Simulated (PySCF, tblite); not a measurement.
Isomers of C3HCl2FO, one GFN2-xTB conformer each. Single-point energies are computed at PBE0/pcSseg-1 (PySCF, gas phase, no added dispersion term), electronic only.

```tsv
SMILES	GFN2-xTB relative energy (kcal/mol)
O=C(Cl)/C(Cl)=C/F	4.6
O=C(Cl)/C=C(/F)Cl	0.0
```

Conformers: `[O:1]=[C:2]([Cl:3])/[C:4]([Cl:5])=[CH:6]/[F:7]` with O1–C2–C4–Cl5 180°; `[O:1]=[C:2]([Cl:3])/[CH:4]=[C:5](/[F:6])[Cl:7]` with O1–C2–C4–C5 0°.

Q: What does PBE0/pcSseg-1 give for the same structures?

A: 
| SMILES | PBE0/pcSseg-1 E (Eh) | PBE0/pcSseg-1 (kcal/mol) | GFN2-xTB (kcal/mol) | point group |
| --- | --- | --- | --- | --- |
| O=C(Cl)/C=C(/F)Cl | -1209.68482 | 0.0 | 0.0 | Cs |
| O=C(Cl)/C(Cl)=C/F | -1209.67865 | 3.9 | 4.6 | Cs |

Both levels put the same isomer lowest. 

Q: Which frontier levels, dipoles and rotational constants go with these structures?

A: 
```csv
SMILES,"HOMO (eV, PBE0/pcSseg-1)",LUMO (eV),dipole (D),"A, B, C (MHz)"
O=C(Cl)/C=C(/F)Cl,-8.63,-2.52,2.23,"3805, 962.5, 768.2"
O=C(Cl)/C(Cl)=C/F,-8.28,-2.56,1.47,"2838, 1306, 894.5"
```

Q: What happens when harmonic zero-point energies from GFN2-xTB frequencies are added?

A: 
```
           SMILES  ZPE (kcal/mol)  electronic (kcal/mol)  with ZPE (kcal/mol)
O=C(Cl)/C=C(/F)Cl            21.5                    0.0                  0.0
O=C(Cl)/C(Cl)=C/F            21.4                    3.9                  3.7
```

The zero-point energies span 0.1 kcal/mol. The order is unchanged.
